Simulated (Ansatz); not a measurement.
C$_{2}$H$_{6}$ClInO, SMILES `C[CH2][In]([OH])[Cl]`, relaxed with RKS PBE0-D4/def2-TZVP in Ansatz from a PBE-D4/def2-SVP geometry. The force threshold is 0.005 eV/Å; the program also tests the step.

Charge 0, multiplicity 1. In: def2 effective core potential.

Start:

```xyz
11

C    -0.773   -1.246    0.769
C     0.588   -0.640    0.425
In    0.447    1.359   -0.454
O     0.091    2.006   -2.338
Cl    0.664    3.291    0.915
H    -1.341   -0.621    1.489
H    -1.413   -1.387   -0.125
H    -0.650   -2.247    1.238
H     1.222   -0.498    1.323
H     1.155   -1.262   -0.296
H     0.010    1.245   -2.946
```

Question: How much energy does the relaxation release, and in how many steps? (Best estimate.)

Answer: Computed: 2.30 kcal/mol, in 39 steps, 1 of them rejected.

Question: Which bonds change most? (Best estimate.)

Answer: Ansatz gave: In3–O4 from 2.024 to 1.979 Å; In3–Cl5 from 2.378 to 2.335 Å; C2–In3 from 2.188 to 2.149 Å; C1–H7 from 1.109 to 1.092 Å.

Question: Give the relaxed structure. (An estimate is asked.)

Answer: Computed: 
```xyz
11

C    -0.561   -1.091    1.219
C     0.272   -0.804   -0.019
In    0.116    1.233   -0.687
O     0.935    2.214   -2.197
Cl   -1.248    2.717    0.493
H    -0.262   -0.470    2.066
H    -1.623   -0.908    1.049
H    -0.451   -2.137    1.523
H     1.335   -0.992    0.152
H    -0.026   -1.429   -0.864
H     1.514    1.668   -2.735
```
